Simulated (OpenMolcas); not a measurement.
A calculation on Rh2+.

```yaml
Program: OpenMolcas
Method: CASSCF
Basis: ANO-RCC-VTZP [7s6p4d2f1g]
Scalar_Hamiltonian: DKH2, point nucleus
Active_space: 7 electrons in 6 orbitals (4d 5s)
State_averaging: 2S+1 = 4 even, 60 roots; 2S+1 = 6 even, 5 roots kept (CI in the orbitals of an earlier block); 2S+1 = 2 even, 110 roots kept (CI in the orbitals of an earlier block)
Spin-orbit_coupling: state interaction with AMFI integrals over the reference wave functions, term energies averaged over their components
```

Task: Which level of the active space comes out lowest?

Result: 4d⁷ ⁴F_9/2, with 98 % of that term; it is also the measured ground level.

Task: How high does 4d⁷ ²H_11/2 lie?

Result: 21359 cm⁻¹ above the lowest level.

Task: How high does 4d⁷ ²G_7/2 lie?

Result: 18101 cm⁻¹ above the lowest level.

Task: How high does 4d⁷ ⁴F_7/2 lie?

Result: 2188 cm⁻¹ above the lowest level; measured 2148 cm⁻¹ above the ground level, so the calculation is off by +2 %.

Task: The level at 20747 cm⁻¹ has J = 3/2. What is it made of, and what is its g factor?

Result: 56 % 4d⁷ ²P_3/2, 28 % 4d⁷ ²D(1), 16 % 4d⁷ ⁴P; g = 1.239, against 1.334 from Landé's formula for the pure leading term.

Measured values: the list in Shadmi, J. Res. Natl. Bur. Stand. 70A, 435 (1966).

Without dynamic correlation excited terms often stand tens of per cent too high (terms of higher spin than the ground term too low), and those without a measured partner can miss by more than the paired ones. Terms from blocks run as CI alone lack orbitals of their own. Computed and measured levels are paired by configuration, term and J; levels that our copy of the source lacks, or whose pairing is in doubt (as where it misses far off the trend of its configuration), stay unpaired and out of the deviations. Only configurations of the active space appear.

A number in round brackets counts repeated terms of one configuration in the order of the reference energies.
